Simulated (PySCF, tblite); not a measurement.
Isomers of C4H9NOSi2. All values are computed: GFN2-xTB (tblite) harmonic vibrations without scaling, gas phase. The method is semi-empirical: single wavenumbers can be off by several per cent or more. Modes of hydrogen on silicon can be 10 to 20 % off. One conformer each.

Electronic energies: PBE0/pcSseg-1 single points on the GFN2-xTB geometries (PySCF, gas phase).

| SMILES | electronic energy, lowest = 0 (kJ/mol) |
| --- | --- |
| CO[SiH2][C@@H]1[SiH2][C@H]1C#N | 27.4 |
| [H]/N=C\C(C=O)=C/[SiH2][SiH3] | 117.2 |
| O=CC#CCN([SiH3])[SiH3] | 151.8 |
| CO[SiH2][C@@H]1C[Si@H]1C#N | 0.0 |
| C#C[Si@@H](C)NC(=O)[SiH3] | 5.8 |

Task: How do GFN2-xTB zero-point energies change the relative energies?

Result: 
```json
{"SMILES": "CO[SiH2][C@@H]1C[Si@H]1C#N", "ZPE (kJ/mol)": "308.7", "of it from modes above 1550 cm⁻¹": "162.7", "electronic (kJ/mol)": "0.0", "with ZPE, lowest = 0 (kJ/mol)": "7.5", "lowest mode (cm⁻¹)": "33", "rings": "1"}
{"SMILES": "C#C[Si@@H](C)NC(=O)[SiH3]", "ZPE (kJ/mol)": "295.4", "of it from modes above 1550 cm⁻¹": "172.8", "electronic (kJ/mol)": "5.8", "with ZPE, lowest = 0 (kJ/mol)": "0.0", "lowest mode (cm⁻¹)": "10i", "rings": "0"}
{"SMILES": "CO[SiH2][C@@H]1[SiH2][C@H]1C#N", "ZPE (kJ/mol)": "303.4", "of it from modes above 1550 cm⁻¹": "158.6", "electronic (kJ/mol)": "27.4", "with ZPE, lowest = 0 (kJ/mol)": "29.6", "lowest mode (cm⁻¹)": "32", "rings": "1"}
{"SMILES": "[H]/N=C\\C(C=O)=C/[SiH2][SiH3]", "ZPE (kJ/mol)": "291.3", "of it from modes above 1550 cm⁻¹": "168.5", "electronic (kJ/mol)": "117.2", "with ZPE, lowest = 0 (kJ/mol)": "107.3", "lowest mode (cm⁻¹)": "35", "rings": "0"}
{"SMILES": "O=CC#CCN([SiH3])[SiH3]", "ZPE (kJ/mol)": "285.6", "of it from modes above 1550 cm⁻¹": "156.2", "electronic (kJ/mol)": "151.8", "with ZPE, lowest = 0 (kJ/mol)": "136.3", "lowest mode (cm⁻¹)": "30", "rings": "0"}
```

The zero-point energies span 23.1 kJ/mol, from `O=CC#CCN([SiH3])[SiH3]` to `CO[SiH2][C@@H]1C[Si@H]1C#N`. Slightly imaginary modes are left out of the zero-point energy: `C#C[Si@@H](C)NC(=O)[SiH3]` 10.2i cm⁻¹. With it `C#C[Si@@H](C)NC(=O)[SiH3]` becomes the lowest.

Task: And how do the electronic energies of GFN2-xTB itself compare?

Result: `CO[SiH2][C@@H]1C[Si@H]1C#N` 76.0; `C#C[Si@@H](C)NC(=O)[SiH3]` 49.6; `CO[SiH2][C@@H]1[SiH2][C@H]1C#N` 4.1; `[H]/N=C\C(C=O)=C/[SiH2][SiH3]` 162.7; `O=CC#CCN([SiH3])[SiH3]` 0.0 kJ/mol, lowest = 0. Against the energies above, taken from the same isomer `CO[SiH2][C@@H]1C[Si@H]1C#N`, the largest difference is 227.8 kJ/mol.

Task: What do entropy and thermal enthalpy add at 298.15 K and 1 bar (rigid rotor, harmonic oscillator, one conformer each)?

Result: 
```
                        SMILES  point group  symmetry number  S (J/(mol K))  H − H(0) (kJ/mol)  ZPE + H − H(0) − TS (kJ/mol)
    CO[SiH2][C@@H]1C[Si@H]1C#N           C1                1          452.8              33.08                         206.7
CO[SiH2][C@@H]1[SiH2][C@H]1C#N           C1                1          444.7              32.47                         203.3
 [H]/N=C\C(C=O)=C/[SiH2][SiH3]           C1                1          457.9              33.51                         188.3
        O=CC#CCN([SiH3])[SiH3]           C1                1          465.4              34.09                         180.9
```

Not tabulated: `C#C[Si@@H](C)NC(=O)[SiH3]` (lowest mode only 10i cm⁻¹).
